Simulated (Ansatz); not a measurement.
Ansatz (a first-principles code) input (CCSD(T)/STO-3G):

Ansatz 0.2 input:
```yaml
crystal:
  periodic: [false, false, false]
  atoms:
    - {symbol: Cl, position_ang: [1.97290894, 0.33833421, -0.18356225]}
    - {symbol: C, position_ang: [0.46844991, 0.60372505, 0.56218292]}
    - {symbol: Br, position_ang: [-1.05216201, -0.29305198, -0.05305039]}
    - {symbol: H, position_ang: [0.47551913, 0.88278748, 1.60422410]}
basis:
  gaussian:
    orbitals: STO-3G
magnetization: {spin_polarized: true, initial_magnetization: 1}
correlation: {method: ccsd_t, electrons: outside_noble_gas}
```

Output:

```
Functional definition: HF
integrals: 0.01 GiB planned
358 factors; integrals over basis functions are off by at most 2.5e-5 eV
mean field: 0.11 GiB planned
mean field evaluation 1: about -82643.5560 eV, gradient 1.4e1 eV
mean field evaluation 2: about -82643.6252 eV, gradient 1.4e1 eV
mean field evaluation 4: about -82645.6146 eV, gradient 1.8e0 eV
mean field evaluation 8: about -82645.7098 eV, gradient 2.6e-4 eV
mean field evaluation 16: about -82645.5453 eV, gradient 1.8e0 eV
mean field -82645.70765008 eV, -3037.1737368676 hartree, gradient 2.5e-6 eV, S^2 0.768974; 0 other end points of the search recorded, 0 dependent functions left out
20 core orbitals not correlated
reference -82645.70765008 eV, -3037.1737368676 hartree; 10, 9 occupied and 3, 4 virtual orbitals, 358 factors
second order -1.51754252 eV of doubles, -0.00000000 eV of singles
coupled cluster: 0.04 GiB planned
cycle   1  -1.80940999 eV  change   -2.9e-1 eV  update   5.6e-2
cycle   2  -1.98772136 eV  change   -1.8e-1 eV  update   2.5e-2
cycle   3  -2.02401257 eV  change   -3.6e-2 eV  update   9.4e-3
cycle   4  -2.02700163 eV  change   -3.0e-3 eV  update   3.7e-3
cycle   5  -2.02777355 eV  change   -7.7e-4 eV  update   1.1e-3
cycle   6  -2.02825593 eV  change   -4.8e-4 eV  update   4.5e-4
cycle   7  -2.02836642 eV  change   -1.1e-4 eV  update   2.0e-4
cycle   8  -2.02844313 eV  change   -7.7e-5 eV  update   5.6e-5
cycle   9  -2.02843811 eV  change    5.0e-6 eV  update   1.9e-5
perturbative correction -0.03205301 eV, -0.0011779265 hartree
Total energy: -82647.76814120 eV, -3037.2494585197 hartree
```

It need not be the lowest isomer of its formula.
